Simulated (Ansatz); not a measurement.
Molecule: sum formula FeHSCl (charge 0, quintet). The spin state was set by rule; other spins were not relaxed. SMILES: [SH][Fe][Cl]
Structure (B3LYP-D3(BJ)/def2-TZVP (Ansatz, a program for electronic structure) minimum search):
```xyz
4

Fe    -0.0028     0.0139    -0.0145
Cl    -0.2989     1.4703    -1.5773
S      0.3045    -1.4282     1.6472
H      0.2809    -2.5039     0.8360
```
Charge 0, spin multiplicity 5.

Wanted: atomisation energy (electronic, to ground-state atoms), in kcal/mol. Cores are frozen in the correlated levels unless marked. UHF or UKS for open shells. Spin-orbit coupling is left out. The frozen core is the preceding noble-gas configuration, with the filled d and f shells of earlier blocks. Non-relativistic. The coupled-cluster limit lacks core correlation, which all-electron functionals hold. CBS marks a two-point X^-3 extrapolation of the correlation energy; Hartree-Fock from the larger set. [CCSD(T)-MP2]/basis is that difference in the basis named.

| level | program | atomisation energy (kcal/mol) |
|---|---|---|
| PBE-D3(BJ)/def2-TZVPD | Ansatz + dftd3 | 265.9 |
| r2SCAN-D4/def2-TZVPD | Ansatz + dftd4 | 266.2 |
| PBE0-D4/def2-TZVPD | Ansatz + dftd4 | 260.1 |
| BHLYP-D4/def2-TZVPD | Ansatz + dftd4 | 242.1 |
| BHLYP/def2-TZVPD | Ansatz | 238.9 |
| HSE06-D3(BJ)/def2-TZVPD | Ansatz + dftd3 | ? |
| CAM-B3LYP-D4/def2-TZVPD | Ansatz + dftd4 | 254.6 |
| CAM-B3LYP/def2-TZVPD | Ansatz | 252.7 |
| wB97X-V/def2-TZVPD | Ansatz | 262.8 |
| PBE-QIDH/def2-TZVPD | Ansatz | 254.5 |
| CCSD/6-31G | Ansatz | 180.5 |
| CCSD/def2-TZVPP | Ansatz | ? |
| RI-MP2/CBS(def2-TZVPP,def2-QZVPP)+[CCSD(T)-MP2]/def2-TZVPP | Ansatz | ? |

Problem. What belongs in the gaps?

Solution. 
- HSE06-D3(BJ)/def2-TZVPD, atomisation energy (kcal/mol): 260.3
- CCSD/def2-TZVPP, atomisation energy (kcal/mol): 239.2
- RI-MP2/CBS(def2-TZVPP,def2-QZVPP)+[CCSD(T)-MP2]/def2-TZVPP, atomisation energy (kcal/mol): 256.0
